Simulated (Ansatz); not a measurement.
C2H6OSi can be A, `C=C[SiH2]O`, or B, `O/C=C/[SiH3]`.

Gas-phase electronic energies from Ansatz, PBE0-D4/def2-TZVP geometries. CBS: MP2 limit from def2 TZ/QZ plus the TZ coupled-cluster correction, frozen cores. DFT in def2-TZVPP. Each species was taken in one conformer, which may not be the lowest.

Which isomer does CCSD(T)/CBS put lower? Give the gap. (Best estimate.)

The calculation gave: A, by 139.5 kJ/mol.

Give E(B) − E(A) in kJ/mol with HF/def2-TZVPP, ωB97M-V, PBE-D4, BLYP-D4, CCSD(T)/def2-TZVPP, r2SCAN-D4, PBE0-D4. (Estimate.)

Computed: HF/def2-TZVPP 141.9, ωB97M-V 131.8, PBE-D4 113.2, BLYP-D4 124.5, CCSD(T)/def2-TZVPP 135.6, r2SCAN-D4 125.0, PBE0-D4 120.5. None reverses the order clearly.

Does the order hold for the free energy at 298.15 K (harmonic terms from PBE0-D4)? (An estimate is asked.)

The calculation gave: Yes: G(B) − G(A) = +138.0 kJ/mol, for one conformer each.

Largest T1 diagnostic: 0.013.

From PBE to PBE0 (25 % exact exchange), in def2-TZVPP and without D4, E(B) − E(A) moves by +7.4 kJ/mol. At CCSD(T), def2-SVP lies −30.2 kJ/mol from the extrapolated value and def2-TZVPP −3.9 kJ/mol.
